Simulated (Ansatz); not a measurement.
A nudged elastic band was laid between two geometries of C$_{3}$H$_{9}$NSe (14 atoms, charge 0, multiplicity 1).

Theory: RKS B3LYP/def2-SVP (Ansatz 0.2.0).

```yaml
movable_images: 5
climbing_image: yes
spring: 5.0 eV/Å²
optimiser: quadratic models (default)
start_path: through a guess of the saddle point
force_threshold: 0.05 eV/Å
iteration_limit: 60
end_points: relaxed
```

Initial state:

```xyz
14
Properties=species:S:1:pos:R:3
C -1.778 1.057 0.356
C -0.274 1.296 0.312
Se 0.791 0.071 1.440
C 0.903 -1.417 0.138
N 1.510 -1.002 -1.104
H -2.179 1.178 1.374
H -2.302 1.773 -0.303
H -2.039 0.043 0.014
H -0.015 2.307 0.663
H 0.138 1.173 -0.701
H 1.430 -2.210 0.705
H -0.118 -1.779 -0.061
H 2.502 -0.799 -0.982
H 1.417 -1.721 -1.822
```

Final state:

```xyz
14
Properties=species:S:1:pos:R:3
C -1.730 0.991 0.298
C -0.235 1.286 0.259
Se 0.874 0.121 1.408
C 0.910 -1.497 0.194
N 1.551 -1.369 -1.076
H -2.129 1.093 1.319
H -2.282 1.688 -0.356
H -1.954 -0.032 -0.044
H -0.019 2.308 0.607
H 0.172 1.211 -0.762
H 1.421 -2.247 0.816
H -0.131 -1.824 0.062
H 2.499 -1.004 -0.988
H 1.039 -0.756 -1.709
```

(1) What changes between the two ends?

(2) Give the energies along the band, and the barrier.

(3) What is the geometry of the highest image?

(4) What are the harmonic wavenumbers there?

## Answers

(1) No bond is made or broken. The height of N5 over the plane of its neighbours goes from 0.36 to -0.35 Å.

(2) The forces met the threshold. The highest image is number 3 of 0 to 6, 0.087 eV above the first end and 0.156 eV above the last; the last end lies 0.069 eV below the first. A vibrational analysis at the climbing image gives one clearly imaginary mode, 531i cm⁻¹: a first-order saddle point.

| image | path coordinate (Å) | energy (eV) | height of N5 over the plane of its neighbours (Å) |
| --- | --- | --- | --- |
| 0 | 0.00 | 0.000 | 0.36 |
| 1 | 0.34 | 0.003 | 0.35 |
| 2 | 0.68 | 0.026 | 0.31 |
| 3 | 1.03 | 0.087 | 0.06 |
| 4 | 1.32 | -0.007 | -0.22 |
| 5 | 1.61 | -0.065 | -0.34 |
| 6 | 1.90 | -0.069 | -0.35 |

(3) 
```xyz
14
Properties=species:S:1:pos:R:3:forces:R:3
C -1.731 1.012 0.267 0.00 0.00 -0.01
C -0.233 1.285 0.343 0.00 -0.01 0.00
Se 0.772 0.087 1.544 -0.01 -0.01 0.00
C 0.942 -1.448 0.224 -0.02 -0.01 0.00
N 1.485 -1.106 -1.031 0.04 0.01 0.05
H -2.210 1.109 1.253 0.00 0.01 0.00
H -2.222 1.722 -0.423 0.00 0.01 0.00
H -1.940 -0.004 -0.104 0.00 0.00 0.01
H -0.027 2.304 0.704 0.00 0.00 0.01
H 0.256 1.177 -0.639 0.00 0.00 0.00
H 1.541 -2.178 0.797 0.00 0.01 0.00
H -0.063 -1.872 0.095 0.01 0.01 0.00
H 2.470 -0.908 -1.126 0.00 0.00 -0.02
H 0.946 -1.208 -1.876 -0.02 -0.01 -0.03
```

(4) 531i, 64, 107, 177, 247, 268, 287, 374, 540, 564, 732, 803, 973, 1007, 1045, 1061, 1161, 1245, 1260, 1276, 1320, 1393, 1449, 1457, 1465, 1469, 1591, 3018, 3024, 3053, 3091, 3108, 3120, 3125, 3626, 3756 cm⁻¹.

Run time: 4 min on 2 threads of Arm Neoverse V1, on a shared host, peak memory 0.4 GiB.
